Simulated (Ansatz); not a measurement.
Total energies of H₇N₃OZr, SMILES `[NH2][Zr]([NH2])([NH2])[OH]`.

```xyz
12

N     0.071    1.779    0.822
Zr   -0.230   -0.106    0.085
N     1.392   -1.220    0.645
N    -0.168    0.040   -1.955
O    -1.894   -0.874    0.707
H    -0.640    2.483    0.962
H     0.936    2.110    1.227
H     2.149   -1.489    0.031
H     1.507   -1.700    1.527
H    -0.550   -0.628   -2.610
H     0.132    0.858   -2.467
H    -2.705   -1.254    1.025
```

Charge 0, multiplicity 1. Correlated methods include outer-core shells of Zr, which these sets cover unevenly. Zr takes the def2 core potential. All single points use the PBE0-D4/def2-TZVP geometry. It is one conformer, not always the lowest. Basis def2-TZVPP, the Gaussian-basis code of Ansatz.

RPA on PBE orbitals: Hartree–Fock energy of these orbitals -289.04314 Eh, correlation -1.93386 Eh (frozen core).

| functional | kind | energy without D4 (Eh) | D4 term (kJ/mol) |
| --- | --- | --- | --- |
| BLYP | GGA | -290.95868 | -48.7 |
| ωB97X-V | range-separated hybrid GGA with VV10 | -290.93685 | – |

Give the same for LDA (SPW92), PBE, revPBE, r2SCAN, B97M-V, PBE0, B3LYP, r2SCANh, r2SCAN0, HSE06 (plane-wave form), BHLYP, CAM-B3LYP, LC-ωPBE, ωB97M-V, B2PLYP, PBE-QIDH. (Estimate.)

Ansatz gave: 
| functional | kind | energy without D4 (Eh) | D4 term (kJ/mol) |
| --- | --- | --- | --- |
| LDA (SPW92) | LDA | -289.02779 | – |
| PBE | GGA | -290.78228 | -23.5 |
| revPBE | GGA | -291.01247 | -59.7 |
| r2SCAN | meta-GGA | -290.94640 | -6.1 |
| B97M-V | meta-GGA with VV10 | -291.00765 | – |
| PBE0 | global hybrid, 25 % exact exchange | -290.76033 | -20.3 |
| B3LYP | global hybrid, 20 % | -291.07659 | -37.4 |
| r2SCANh | meta-GGA hybrid, 10 % | -290.91444 | -6.6 |
| r2SCAN0 | meta-GGA hybrid, 25 % | -290.86823 | -7.3 |
| HSE06 (plane-wave form) | screened hybrid | -290.74697 | -19.1 |
| BHLYP | global hybrid, 50 % | -290.81722 | -31.2 |
| CAM-B3LYP | range-separated hybrid | -290.91692 | -20.9 |
| LC-ωPBE | long-range corrected hybrid | -290.92123 | – |
| ωB97M-V | range-separated hybrid meta-GGA with VV10 | -290.87316 | – |
| B2PLYP | double hybrid | -290.78932 | – |
| PBE-QIDH | double hybrid | -290.67195 | – |

B3LYP takes the VWN-RPA correlation (the form of Gaussian; ORCA's B3LYP/G). HSE06 is the plane-wave form, built on full-range PBE exchange. The double hybrids freeze the cores in their second-order part.

LC-ωPBE has ω = 0.4 bohr⁻¹.
